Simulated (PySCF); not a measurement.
Species: C2H12BNPSi (charge +1).
Numbering: `[BH2:1][PH2+:2][SiH2:3][N:4]([CH3:5])[CH3:6]` (hydrogens: H7, H8 on B1; H9, H10 on P2; H11, H12 on Si3; H13, H14, H15 on C5; H16, H17, H18 on C6)

Structure used (PBE0-D3(BJ)/def2-SVP), in Å, numbered top down from 1:
```xyz
18
C2H12BNPSi angstrom
B      2.676    0.032    0.731
P      1.825    1.188   -0.536
Si    -0.219    0.233   -1.425
N     -1.170   -0.347   -0.156
C     -0.889   -1.629    0.463
C     -2.137    0.480    0.546
H      3.478   -0.756    0.316
H      2.293    0.096    1.866
H      2.697    1.526   -1.598
H      1.497    2.427    0.062
H      0.379   -0.824   -2.272
H     -0.766    1.437   -2.090
H     -0.247   -2.248   -0.182
H     -0.393   -1.510    1.445
H     -1.825   -2.188    0.627
H     -1.794    0.729    1.566
H     -2.321    1.417    0.002
H     -3.098   -0.053    0.632
```

All values: PBE0/pcSseg-1 and CAM-B3LYP/def2-SVPD (PySCF, non-relativistic), on one gas-phase PBE0-D3(BJ)/def2-SVP geometry that isn't relaxed in the solvent. The solvent is an IEF-PCM continuum (van der Waals radii × 1.2). Specific hydrogen bonds and non-electrostatic terms are outside this model.

Gas phase at PBE0/pcSseg-1: HOMO -11.08 eV, LUMO -7.18 eV.

What does the continuum do to the energy and the frontier levels at PBE0/pcSseg-1 in chloroform?

```csv
solvent,ε,E(solvent) − E(gas) (kcal/mol),polarisation term (kcal/mol),distortion of the solute (kcal/mol),HOMO (eV),LUMO (eV)
chloroform,4.711,-40.83,-41.40,0.57,-7.92,-3.87
```

The polarisation term is half the interaction of the solute with the surface charges that it induces; the rest is the cost of distorting the solute's density. The sum is the electrostatic part of solvation alone.

Which radius a makes Born's formula ΔE = −(q²/2a)(1 − 1/ε) give the value in chloroform?

a = q²(1 − 1/ε)/(2|ΔE|) = 3.20 Å, with q = +1 e and |ΔE| = 0.0651 Eh; the farthest nucleus lies 3.57 Å from the centroid of the nuclei. The formula assumes a point charge at the centre of a sphere.

Which ESP-fitted charges (PBE0/pcSseg-1) respond most in chloroform (means over atoms taken as equivalent)?

```tsv
atoms	environment	gas (e)	solvent (e)	change
P2	phosphorus bonded to B, Si and 2 H	-0.051	+0.053	+0.104
C5/C6	N-methyl carbon	-0.418	-0.448	-0.030
B1	three-coordinate boron	+0.307	+0.278	-0.029
N4	silicon-bound nitrogen	-0.058	-0.036	+0.022
Si3	SiH2 silicon	+0.392	+0.378	-0.014
H9/H10	P–H hydrogen	+0.151	+0.142	-0.009
H7/H8	B–H hydrogen	-0.033	-0.041	-0.008
H11/H12	Si–H hydrogen	+0.001	-0.005	-0.006
H13 (×6)	methyl hydrogen	+0.168	+0.172	+0.004
```

How do the nuclear quadrupole coupling constants eQVzz/h respond in chloroform?

```tsv
nucleus	Q (barn)	gas (MHz)	solvent (MHz)	η gas	η solvent
11B at B1	0.04059	5.83	5.84	0.41	0.37
14N at N4	0.02044	-4.49	-4.62	0.28	0.30
```

Gas phase at CAM-B3LYP/def2-SVPD: HOMO -12.35 eV, LUMO -6.10 eV.

What does the continuum do to the energy and the frontier levels at CAM-B3LYP/def2-SVPD in chloroform?

| solvent | ε | E(solvent) − E(gas) (kcal/mol) | polarisation term (kcal/mol) | distortion of the solute (kcal/mol) | HOMO (eV) | LUMO (eV) |
| --- | --- | --- | --- | --- | --- | --- |
| chloroform | 4.711 | -41.09 | -41.78 | 0.69 | -9.19 | -2.78 |

How does the static polarisability (CAM-B3LYP/def2-SVPD, frozen core, with the continuum's full static response) change?

| medium | isotropic (au) | principal values (au) | ⟨r²⟩ of the electrons (bohr²) |
| --- | --- | --- | --- |
| gas | 97.1 | 83.3, 95.5, 112.3 | 1141.9 |
| chloroform | 121.3 | 105.7, 120.7, 137.6 | 1143.9 |

The isotropic value in chloroform is 1.25 times the gas-phase one; no cavity-field correction is applied. ⟨r²⟩ is taken about the centre of nuclear charge.
